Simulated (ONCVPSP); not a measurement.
## lead ONCV: all-electron and pseudo phase curves

- Element: lead
- Generator: ONCVPSP 4.0.1
- Type: optimised norm-conserving Vanderbilt (ONCV)
- Functional: PBE
- Relativity: scalar-relativistic
- Frozen core: [Kr] 4d10 4f14
- Valence charge: 22
- Reference configuration: 5s2 5p6 5d10 6s2 6p1 (charge +1)
- Partial waves: 5s+6s: rc 1.35 bohr, ncon 4, nbas 8, qcut 10.1 1/bohr, 3 projectors, debl 3.5 Ha; 5p+6p: rc 1.75 bohr, ncon 4, nbas 7, qcut 7.4 1/bohr, 2 projectors; 5d: rc 1.60 bohr, ncon 4, nbas 9, qcut 11.3 1/bohr, 2 projectors, debl 2.9 Ha
- Local potential: polynomial inside 1.25 bohr (lpopt 5, dvloc0 -1 Ha)
- Core correction: Teter function, fcfact 3, rcfact 1.75

The phase is arctan(r·R′/R) of the radial function R(r), unwrapped; energies in Ha, scanned from -7 to 5 Ha. A pole is an energy at which the radial function vanishes at the test radius. The pseudo phase is shifted by a multiple of π to meet the all-electron one at the reference energy, and phase errors are pseudo minus all-electron; the curves can meet again beyond the range given. Levels narrower than the energy grid can be missing from the lists of poles.

**Question.** For each channel, where are the poles, and over which energies does the pseudopotential scatter like the atom?

**Answer.**

```csv
channel,radius (bohr),reference energy (Ha),"poles, all-electron","poles, pseudo",unbroken range about the reference energy with phases within 0.05 rad,phase error 1 Ha above the reference energy (rad)
s,1.37,-0.71,-4.88,-4.88,the whole range,+0.000
p,1.77,-0.36,"-3.22, 4.93","-3.22, 4.78",the whole range,-0.001
d,1.62,-1.06,0.06,0.06,the whole range,-0.000
```

Phases in the d channel:

| E (Ha) | all-electron | pseudo |
| --- | --- | --- |
| -6.96 | 1.350 | 1.350 |
| -6.64 | 1.341 | 1.341 |
| -6.32 | 1.332 | 1.332 |
| -6.00 | 1.322 | 1.322 |
| -5.68 | 1.310 | 1.310 |
| -5.36 | 1.297 | 1.297 |
| -5.04 | 1.281 | 1.281 |
| -4.72 | 1.263 | 1.263 |
| -4.40 | 1.240 | 1.240 |
| -4.08 | 1.213 | 1.213 |
| -3.76 | 1.178 | 1.177 |
| -3.44 | 1.131 | 1.131 |
| -3.12 | 1.065 | 1.065 |
| -2.80 | 0.967 | 0.967 |
| -2.48 | 0.804 | 0.804 |
| -2.16 | 0.503 | 0.503 |
| -1.84 | -0.048 | -0.048 |
| -1.52 | -0.689 | -0.689 |
| -1.20 | -1.088 | -1.088 |
| -0.88 | -1.301 | -1.301 |
| -0.56 | -1.427 | -1.427 |
| -0.24 | -1.511 | -1.511 |
| 0.08 | -1.575 | -1.575 |
| 0.40 | -1.626 | -1.626 |
| 0.72 | -1.673 | -1.673 |
| 1.04 | -1.717 | -1.717 |
| 1.36 | -1.763 | -1.763 |
| 1.68 | -1.814 | -1.814 |
| 2.00 | -1.875 | -1.875 |
| 2.32 | -1.952 | -1.952 |
| 2.64 | -2.058 | -2.058 |
| 2.96 | -2.216 | -2.216 |
| 3.28 | -2.468 | -2.468 |
| 3.60 | -2.868 | -2.870 |
| 3.92 | -3.375 | -3.378 |
| 4.24 | -3.796 | -3.799 |
| 4.56 | -4.063 | -4.066 |
| 4.88 | -4.228 | -4.230 |
